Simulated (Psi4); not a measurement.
Job for Psi4: SAPT0/jun-cc-pV(D+d)Z on BF2H3O2 (a complex), monomers drawn apart or pushed together.

```
memory 1837 MB

molecule dimer {
0 1
O     1.10913440    0.83477917    0.23364021
B     0.02755447    0.03404821    0.15971813
O    -0.45671767   -0.51683024    1.31371576
F    -0.58259768   -0.23591742   -1.00411102
H     1.39923321    1.19001917   -0.61204094
H    -1.22973408   -1.07785301    1.19297458
--
0 1
F     0.27456604   -0.33096482    3.70654294
H     0.07820234   -0.33983884    2.78869262
units angstrom
symmetry c1
no_reorient
no_com
}

set {
  basis jun-cc-pV(D+d)Z
  scf_type df
  freeze_core true
}

energy('sapt0')
```

It printed:

```
[...]
==> Input File <==

--------------------------------------------------------------------------
memory 1837 MB

molecule dimer {
0 1
O     1.10913440    0.83477917    0.23364021
B     0.02755447    0.03404821    0.15971813
O    -0.45671767   -0.51683024    1.31371576
F    -0.58259768   -0.23591742   -1.00411102
H     1.39923321    1.19001917   -0.61204094
H    -1.22973408   -1.07785301    1.19297458
--
0 1
F     0.27456604   -0.33096482    3.70654294
H     0.07820234   -0.33983884    2.78869262
units angstrom
symmetry c1
no_reorient
no_com
}

set {
  basis jun-cc-pV(D+d)Z
  scf_type df
  freeze_core true
}

energy('sapt0')
--------------------------------------------------------------------------


   => Loading Basis Set <=

    Name: JUN-CC-PV(D+D)Z
    Role: ORBITAL
    Keyword: BASIS
    atoms 1, 3   entry O          line   256 file jun-cc-pv_dpd_z.gbs
    atoms 2      entry B          line   154 file jun-cc-pv_dpd_z.gbs
    atoms 4, 7   entry F          line   290 file jun-cc-pv_dpd_z.gbs
    atoms 5-6, 8 entry H          line    60 file jun-cc-pv_dpd_z.gbs

   => Loading Basis Set <=

    Name: JUN-CC-PV(D+D)Z
    Role: ORBITAL
    Keyword: BASIS
    atoms 1, 3   entry O          line   256 file jun-cc-pv_dpd_z.gbs
    atoms 2      entry B          line   154 file jun-cc-pv_dpd_z.gbs
    atoms 4, 7   entry F          line   290 file jun-cc-pv_dpd_z.gbs
    atoms 5-6, 8 entry H          line    60 file jun-cc-pv_dpd_z.gbs


  //>>>>>>>>>>>>>>>>>>>>>>>>>>>>>>>>>>>//
  //              Dimer HF             //
  //<<<<<<<<<<<<<<<<<<<<<<<<<<<<<<<<<<<//

   => Libint2 <=

    Primary   basis highest AM E, G, H:  7, 6, 3
    Auxiliary basis highest AM E, G, H:  7, 7, 4
    Onebody   basis highest AM E, G, H:  -, -, -
    Solid Harmonics ordering:            Gaussian


   => Loading Basis Set <=

    Name: JUN-CC-PV(D+D)Z
    Role: ORBITAL
    Keyword: BASIS
    atoms 1, 3   entry O          line   256 file jun-cc-pv_dpd_z.gbs
    atoms 2      entry B          line   154 file jun-cc-pv_dpd_z.gbs
    atoms 4, 7   entry F          line   290 file jun-cc-pv_dpd_z.gbs
    atoms 5-6, 8 entry H          line    60 file jun-cc-pv_dpd_z.gbs


         ---------------------------------------------------------
                                   SCF
               by Justin Turney, Rob Parrish, Andy Simmonett
                          and Daniel G. A. Smith
                              RHF Reference
                        1 Threads,   1751 MiB Core
         ---------------------------------------------------------

  ==> Geometry <==

    Molecular point group: c1
    Full point group: C1

    Geometry (in Angstrom), charge = 0, multiplicity = 1:

       Center              X                  Y                   Z               Mass
    ------------   -----------------  -----------------  -----------------  -----------------
         O            1.109134400000     0.834779170000     0.233640210000    15.994914619570
         B            0.027554470000     0.034048210000     0.159718130000    11.009305360000
         O           -0.456717670000    -0.516830240000     1.313715760000    15.994914619570
         F           -0.582597680000    -0.235917420000    -1.004111020000    18.998403162730
         H            1.399233210000     1.190019170000    -0.612040940000     1.007825032230
         H           -1.229734080000    -1.077853010000     1.192974580000     1.007825032230
         F            0.274566040000    -0.330964820000     3.706542940000    18.998403162730
         H            0.078202340000    -0.339838840000     2.788692620000     1.007825032230

  Running in c1 symmetry.

  Rotational constants: A =      0.32853  B =      0.05219  C =      0.04505 [cm^-1]
  Rotational constants: A =   9848.98191  B =   1564.57880  C =   1350.56611 [MHz]
  Nuclear repulsion =  169.411261515951367

  Charge       = 0
  Multiplicity = 1
  Electrons    = 42
  Nalpha       = 21
  Nbeta        = 21

  ==> Algorithm <==

  SCF Algorithm Type is DF.
  DIIS enabled.
  MOM disabled.
  Fractional occupation disabled.
  Guess Type is SAD.
  Energy threshold   = 1.00e-08
  Density threshold  = 1.00e-08
  Integral threshold = 1.00e-12

  ==> Primary Basis <==

  Basis Set: JUN-CC-PV(D+D)Z
    Blend: JUN-CC-PV(D+D)Z
    Number of shells: 49
    Number of basis functions: 105
    Number of Cartesian functions: 110
    Spherical Harmonics?: true
    Max angular momentum: 2

   => Loading Basis Set <=

    Name: (JUN-CC-PV(D+D)Z AUX)
    Role: JKFIT
    Keyword: DF_BASIS_SCF
    atoms 1, 3   entry O          line   258 file jun-cc-pvdz-jkfit.gbs
    atoms 2      entry B          line    90 file jun-cc-pvdz-jkfit.gbs
    atoms 4, 7   entry F          line   314 file jun-cc-pvdz-jkfit.gbs
    atoms 5-6, 8 entry H          line    70 file jun-cc-pvdz-jkfit.gbs

  ==> Integral Setup <==

  DFHelper Memory: AOs need 0.040 GiB; user supplied 1.283 GiB.
  SCF_SUBTYPE=INCORE selected. In-core MEM_DF algorithm will be used.
  Using in-core
[...]
nergy =                -150.2663301481639451
    Two-Electron Energy =                  45.1625596121841824
    Total Energy =                       -100.0299590291677845

Computation Completed


Properties will be evaluated at   0.000000,   0.000000,   0.000000 [a0]

Properties computed using the SCF density matrix


 Multipole Moments:

 ------------------------------------------------------------------------------------
     Multipole            Electronic (a.u.)      Nuclear  (a.u.)        Total (a.u.)
 ------------------------------------------------------------------------------------

 L = 1.  Multiply by 2.5417464519 to convert [e a0] to [Debye]
 Dipole X            :         -4.9855154            4.8174726           -0.1680428
 Dipole Y            :          6.2646207           -6.2710981           -0.0064774
 Dipole Z            :        -69.1018698           68.3090246           -0.7928452
 Magnitude           :                                                    0.8104837

 ------------------------------------------------------------------------------------

  Constructing Basis Sets for SAPT...

   => Loading Basis Set <=

    Name: (JUN-CC-PV(D+D)Z AUX)
    Role: RIFIT
    Keyword: DF_BASIS_SAPT
    atoms 1, 3   entry O          line   188 file jun-cc-pvdz-ri.gbs
    atoms 2      entry B          line    56 file jun-cc-pvdz-ri.gbs
    atoms 4, 7   entry F          line   232 file jun-cc-pvdz-ri.gbs
    atoms 5-6, 8 entry H          line    30 file jun-cc-pvdz-ri.gbs

   => Loading Basis Set <=

    Name: (JUN-CC-PV(D+D)Z AUX)
    Role: JKFIT
    Keyword: DF_BASIS_ELST
    atoms 1, 3   entry O          line   258 file jun-cc-pvdz-jkfit.gbs
    atoms 2      entry B          line    90 file jun-cc-pvdz-jkfit.gbs
    atoms 4, 7   entry F          line   314 file jun-cc-pvdz-jkfit.gbs
    atoms 5-6, 8 entry H          line    70 file jun-cc-pvdz-jkfit.gbs


  //>>>>>>>>>>>>>>>>>>>>>>>>>>>>>>>>>>>//
  //               SAPT0               //
  //<<<<<<<<<<<<<<<<<<<<<<<<<<<<<<<<<<<//



        SAPT0
    Ed Hohenstein
     6 June 2009

      Orbital Information
  --------------------------
    NSO        =       105
    NMO        =       105
    NRI        =       367
    NRI (Elst) =       464
    NOCC A     =        16
    NOCC B     =         5
    FOCC A     =         4
    FOCC B     =         1
    NVIR A     =        89
    NVIR B     =       100

    Elst10,r            =    -0.025330805805 [Eh]
    Exch10              =     0.030339045600 [Eh]
    Exch10 (S^2)        =     0.029855778359 [Eh]

    Maxiter = 50
    CPHF R converge = 1.000000E-08

    Iter     Energy [mEh]          dE [mEh]         Residual      Time [s]
       1      -9.40293591       9.402935912     2.157613e-02             0
       2     -11.11679448       1.713858565     9.373360e-03             0
       3     -11.70217059       0.585376115     1.898178e-03             0
       4     -11.68005759      -0.022113006     4.783880e-04             0
       5     -11.66520952      -0.014848063     1.329899e-04             0
       6     -11.66512434      -0.000085182     4.529614e-05             0
       7     -11.66658968       0.001465341     8.720358e-06             0
       8     -11.66649295      -0.000096736     3.128854e-06             0
       9     -11.66645138      -0.000041565     8.974426e-07             0
      10     -11.66645163       0.000000245     2.633791e-07             0
      11     -11.66645573       0.000004097     6.188423e-08             0
      12     -11.66645553      -0.000000195     1.441411e-08             0
      13     -11.66645539      -0.000000145     2.386979e-09             0

    CHF Iterations converged

    Maxiter = 50
    CPHF R converge = 1.000000E-08

    Iter     Energy [mEh]          dE [mEh]         Residual      Time [s]
       1      -3.42668041       3.426680414     7.922034e-03             0
       2      -3.98371885       0.557038432     9.300500e-04             0
       3      -3.97663683      -0.007082017     2.201609e-04             0
       4      -3.97463204      -0.002004793     7.297426e-05             0
       5      -3.97537973       0.000747693     2.449053e-05             0
       6      -3.97563284       0.000253112     4.239775e-06             0
       7      -3.97557410      -0.000058737     7.196027e-07             0
       8      -3.97558085       0.000006743     1.133736e-07             0
       9      -3.97558020      -0.000000650     1.703854e-08             0
      10      -3.97558025       0.000000052     3.079806e-09             0

    CHF Iterations converged

    Ind20,r (A<-B)      =    -0.011666455386 [Eh]
    Ind20,r (B<-A)      =    -0.003975580249 [Eh]
    Ind20,r             =    -0.015642035634 [Eh]
    Exch-Ind20,r (A<-B) =     0.004709235003 [Eh]
    Exch-Ind20,r (B<-A) =     0.003371700482 [Eh]
    Exch-Ind20,r        =     0.008080935485 [Eh]
    Disp20              =    -0.005547965789 [Eh]
    Disp20 (SS)         =    -0.002773982894 [Eh]
    Disp20 (OS)         =    -0.002773982894 [Eh]
    Exch-Disp20         =     0.001195135354 [Eh]
    Exch-Disp20 (SS)    =     0.000698454207 [Eh]
    Exch-Disp20 (OS)    =     0.000496681148 [Eh]

    SAPT Results
  --------------------------------------------------------------------------------------------------------
    Electrostatics                -25.33080580 [mEh]     -15.89532062 [kcal/mol]     -66.50602148 [kJ/mol]
      Elst10,r                    -25.33080580 [mEh]     -15.89532062 [kcal/mol]     -66.50602148 [kJ/mol]

    Exchange                       30.33904560 [mEh]      19.03803854 [kcal/mol]      79.65515325 [kJ/mol]
      Exch10                       30.33904560 [mEh]      19.03803854 [kcal/mol]      79.65515325 [kJ/mol]
      Exch10(S^2)                  29.85577836 [mEh]      18.73478377 [kcal/mol]      78.38633528 [kJ/mol]

    Induction                     -12.16466927 [mEh]      -7.63344521 [kcal/mol]     -31.93833477 [kJ/mol]
      Ind20,r                     -15.64203563 [mEh]      -9.81552555 [kcal/mol]     -41.06815890 [kJ/mol]
      Exch-Ind20,r                  8.08093548 [mEh]       5.07086357 [kcal/mol]      21.21649319 [kJ/mol]
      delta HF,r (2)               -4.60356912 [mEh]      -2.88878324 [kcal/mol]     -12.08666906 [kJ/mol]

    Dispersion                     -4.35283043 [mEh]      -2.73144234 [kcal/mol]     -11.42835473 [kJ/mol]
      Disp20                       -5.54796579 [mEh]      -3.48140109 [kcal/mol]     -14.56618217 [kJ/mol]
      Exch-Disp20                   1.19513535 [mEh]       0.74995876 [kcal/mol]       3.13782744 [kJ/mol]
      Disp20 (SS)                  -2.77398289 [mEh]      -1.74070055 [kcal/mol]      -7.28309109 [kJ/mol]
      Disp20 (OS)                  -2.77398289 [mEh]      -1.74070055 [kcal/mol]      -7.28309109 [kJ/mol]
      Exch-Disp20 (SS)              0.69845421 [mEh]       0.43828663 [kcal/mol]       1.83379127 [kJ/mol]
      Exch-Disp20 (OS)              0.49668115 [mEh]       0.31167213 [kcal/mol]       1.30403617 [kJ/mol]

  Total HF                         -7.15642947 [mEh]      -4.49072729 [kcal/mol]     -18.78920300 [kJ/mol]
  Total SAPT0                     -11.50925991 [mEh]      -7.22216963 [kcal/mol]     -30.21755773 [kJ/mol]

  Special recipe for scaled SAPT0 (see Manual):
    Electrostatics sSAPT0         -25.33080580 [mEh]     -15.89532062 [kcal/mol]     -66.50602148 [kJ/mol]
    Exchange sSAPT0                30.33904560 [mEh]      19.03803854 [kcal/mol]      79.65515325 [kJ/mol]
    Induction sSAPT0              -11.76587152 [mEh]      -7.38319585 [kcal/mol]     -30.89129143 [kJ/mol]
    Dispersion sSAPT0              -4.29384998 [mEh]      -2.69443154 [kcal/mol]     -11.27350156 [kJ/mol]
  Total sSAPT0                    -11.05148170 [mEh]      -6.93490947 [kcal/mol]     -29.01566122 [kJ/mol]
  --------------------------------------------------------------------------------------------------------



*** Psi4 exiting successfully. Buy a developer a beer!
```

The run finished.

Cost: about 6 core-seconds (a rough figure).
